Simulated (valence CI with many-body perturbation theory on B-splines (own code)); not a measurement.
Values are calculated unless marked as measured or tabulated.
## W XXXV: magnetic and hyperfine properties of the levels

Method: configuration interaction combined with many-body perturbation theory (CI+MBPT): four valence electrons over a frozen Dirac-Fock core [Kr], a basis of 9 s, 9 p, 10 d, 8 f, 5 g, 3 h, 1 i functions for each j, with the one-electron correlation potential Σ1 (screened to all orders), the two-electron term Σ2, the three-electron term Σ3, Breit, model QED; selected single and double excitations, second order for the rest (own B-spline code, finite nucleus).

The last digits are not significant, and no measured levels were compared; by estimate large intervals hold to a few tenths of a per cent, small ones and those within an open d or f shell to about a per cent. Only levels of the ground parity were solved; by the run's estimate the other parity begins above the list, which can be wrong where configurations are misplaced.

A/g_I is the dipole constant over the nuclear g factor μ/I (μ in nuclear magnetons, uniformly magnetised nucleus), B/Q the quadrupole constant per barn. Both hold the static response of the core; the bare values leave it out. Large factors of s and p1/2 electrons are usually good to 5 to 10 %; those of open d and f shells near neutrality can be off by tens of per cent, and small factors of p3/2, d and f electrons come from cancelling terms and can be off by a factor of two or in sign, in half-filled shells by more. B is blank for J = 1/2, where it vanishes, and for nearly pure S terms. Energies count from the lowest level. Levels with J = 0 are left out.

Levels are named by their leading jj configuration (3d3/2^4 stands for four electrons in 3d with j = 3/2), which in mixed levels can hold well under half, so a name can repeat and another be missing. Letters in brackets count levels of one name in rising energy.

```tsv
Level	E (eV)	g	A/g_I (MHz)	A/g_I bare	B/Q (MHz/b)	B/Q bare
(4d3/2^3 4d5/2) J=1	14.447	1.497	-2230	-1220	5150	4930
(4d3/2^3 4d5/2) J=4	19.361	1.081	15200	15200	763	622
(4d3/2^3 4d5/2) J=2	19.564	1.255	9110	9490	12400	12000
(4d3/2^3 4d5/2) J=3	20.999	1.159	13200	13300	9350	8970
(4d3/2^2 4d5/2^2) J=2 [a]	33.119	1.211	5350	5650	10000	9670
(4d3/2^2 4d5/2^2) J=4 [a]	33.661	1.155	12100	12200	-6360	-6200
(4d3/2^2 4d5/2^2) J=3 [a]	34.189	1.151	10300	10500	2160	2070
(4d3/2^2 4d5/2^2) J=5	36.068	1.083	14000	13900	13200	12700
(4d3/2^2 4d5/2^2) J=1	37.291	1.118	15700	15800	1550	1470
(4d3/2^2 4d5/2^2) J=6	37.436	1.079	14800	14800	16200	15600
(4d3/2^2 4d5/2^2) J=3 [b]	38.986	1.092	15600	15600	4140	3990
(4d3/2^2 4d5/2^2) J=4 [b]	39.128	1.033	16100	15900	-4740	-4520
(4d3/2^2 4d5/2^2) J=2 [b]	39.573	1.091	14200	14200	5770	5550
(4d3/2^2 4d5/2^2) J=2 [c]	44.288	0.997	19300	19000	-2190	-2140
(4d3/2^2 4d5/2^2) J=4 [c]	45.760	1.207	10400	10700	25100	24200
(4d3/2^2 4d5/2^2) J=2 [d]	50.091	1.166	13200	13300	-6290	-6020
(4d3/2 4d5/2^3) J=4 [a]	52.183	1.141	10400	10500	-12500	-12000
(4d3/2 4d5/2^3) J=3 [a]	52.382	1.176	8100	8290	1840	1810
(4d3/2 4d5/2^3) J=1 [a]	54.243	0.944	14800	14400	6320	6050
(4d3/2 4d5/2^3) J=5	54.684	1.143	12000	12100	-9170	-8860
(4d3/2 4d5/2^3) J=6	55.200	1.080	13800	13800	18700	18100
(4d3/2 4d5/2^3) J=2 [a]	57.704	1.059	15600	15500	12500	12000
(4d3/2 4d5/2^3) J=3 [b]	58.470	1.090	13600	13600	4600	4500
(4d3/2 4d5/2^3) J=1 [b]	63.660	1.428	2240	3060	-9730	-9340
(4d3/2 4d5/2^3) J=3 [c]	63.683	1.060	15100	14900	20300	19500
(4d3/2 4d5/2^3) J=4 [b]	64.380	1.046	15300	15100	18700	18000
(4d3/2 4d5/2^3) J=2 [b]	65.595	1.117	13400	13400	-24100	-23200
(4d5/2^4) J=4	73.610	1.161	10000	10200	-17600	-16900
(4d5/2^4) J=2	77.653	1.074	11000	10900	10200	9820
```

Question: Take the isotope of mass number 183, with I = 1/2, μ = 0.11739 μN. What is the hyperfine structure of (4d3/2^2 4d5/2^2) J=4 [a]?

Answer: From the table A = 2840 MHz. Shifts from the centre of gravity in MHz: F = 7/2: -7100, F = 9/2: 5680.
